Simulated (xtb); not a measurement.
AlClFH3OSi, SMILES [F][Al]([Cl])[O][SiH3]. All values are semi-empirical tight-binding results from xtb (GFN2-xTB unless named), good for trends rather than for accurate numbers. Geometry: GFN2-xTB. The structure was generated by enumeration; whether it is a known compound was not checked. Other conformers were not sampled.

Optimised geometry:

Bond lengths (Å): Al1–Cl2 2.014, Al1–F3 1.650, Al1–O4 1.661, O4–Si5 1.638, Si5–H6 1.461, Si5–H7 1.463, Si5–H8 1.463. Bond angles (°): Cl2–Al1–F3 122.2, Cl2–Al1–O4 121.9, F3–Al1–O4 116.0, Al1–O4–Si5 178.9, O4–Si5–H6 106.7, O4–Si5–H7 105.6, O4–Si5–H8 105.6, H6–Si5–H7 112.9, H6–Si5–H8 112.7, H7–Si5–H8 112.6.
Charge 0, spin multiplicity 1.

For metal compounds this method's bond lengths and energies can be far off.

| Quantity | Result |
|---|---|
| orbital gap | 3.90 eV |
| zero-point energy | 20.1 kcal/mol |
| G − E(el) at 298.15 K (modified RRHO) | -1.4 kcal/mol |

Computed atomic charges and the Wiberg bond orders between heavy atoms:
charges (e) Al1 0.48, Cl2 -0.10, F3 -0.25, O4 -0.43, Si5 0.53, H6 -0.07, H7 -0.08, H8 -0.08. Bond orders Al1–Cl2 1.37, Al1–F3 1.22, Al1–O4 1.28, O4–Si5 0.97.
